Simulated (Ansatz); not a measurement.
Reaction (formal exchange of groups at a Zn–Al bond): `[NH2][Zn][AlH][F]` + `FCCF` → `[NH2][Zn][CH2]F` + `F[CH2][AlH][F]`

Isolated molecules relaxed with PBE0-D4/def2-TZVP in Ansatz; ΔE leaves out vibrations. CCSD(T)/CBS is the MP2 limit (def2-TZVPP, def2-QZVPP) plus CCSD(T) − MP2 in def2-TZVPP, frozen cores. DFT in def2-TZVPP. For Zn outer-core shells are correlated without core-valence functions, which leaves a few kJ/mol of doubt a bond. Scalar relativity is left out up to krypton. Each species was taken in one conformer, which may not be the lowest.

```json
{"level": "PBE-QIDH", "ΔE (eV)": "0.87"}
{"level": "HF/def2-SVP", "ΔE (eV)": "1.12"}
```

(1) What does CCSD(T)/CBS give? (Estimate.)

Largest T1 diagnostic among the species: 0.016.

## Answers

(1) Ansatz gave: +0.80 eV. The listed levels differ from it by 0.07, 0.32 eV.

From PBE to PBE0 (25 % exact exchange), in def2-TZVPP and without D4, ΔE moves by +0.07 eV. In def2-TZVPP, CCSD(T) changes the Hartree–Fock value by −0.22 eV (the triples alone add −0.02 eV) and MP2 by −0.29 eV.
